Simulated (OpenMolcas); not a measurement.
A calculation on Ru⁺.

```
Program             : OpenMolcas
Method              : CASSCF
Basis               : ANO-RCC-VTZP [7s6p4d2f1g]
Scalar Hamiltonian  : DKH2, point nucleus
Active space        : 7 electrons in 11 orbitals (4d 5s 5d)
State averaging     : 2S+1 = 4 even, 15 roots; 2S+1 = 6 even, 5 roots kept (CI in the orbitals of an earlier block); 2S+1 = 2 even, 28 roots kept (CI in the orbitals of an earlier block)
Spin-orbit coupling : state interaction with AMFI integrals over the reference wave functions, term energies averaged over their components
```

Q: Which level of the active space comes out lowest?

A: 4d⁷ ⁴F_9/2, with 99 % of that term; it is also the measured ground level.

Q: How high does 4d⁶ 5s ⁶D_5/2 lie?

A: 9565 cm⁻¹ above the lowest level; measured 10852 cm⁻¹ above the ground level, so the calculation is off by -12 %.

Q: How high does 4d⁶ 5s ⁶D_7/2 lie?

A: 8935 cm⁻¹ above the lowest level; measured 10150 cm⁻¹ above the ground level, so the calculation is off by -12 %.

Q: How high does 4d⁶ 5s ⁶D_1/2 lie?

A: 10273 cm⁻¹ above the lowest level; measured 11604 cm⁻¹ above the ground level, so the calculation is off by -11 %.

Q: The level at 11334 cm⁻¹ has J = 3/2. What is it made of, and what is its g factor?

A: 79 % 4d⁷ ⁴P_3/2, 12 % 4d⁶ 5s ⁶D, 9 % 4d⁷ ²P; g = 1.710, against 1.735 from Landé's formula for the pure leading term.

Measured values: NIST Handbook of Basic Atomic Spectroscopic Data.

Without dynamic correlation excited terms often stand tens of per cent too high (terms of higher spin than the ground term too low), and those without a measured partner can miss by more than the paired ones. Terms from blocks run as CI alone lack orbitals of their own. Active for correlation alone: 5d; no level in the range computed is led by a configuration that fills it, so any true level of that kind is missing. Measured partners are found by configuration, term and J. A level has none where our copy of the source lacks it or the pairing is in doubt (some pairs that miss far off the trend of their configuration count as doubtful), and it then counts in no deviation. Only configurations of the active space appear.
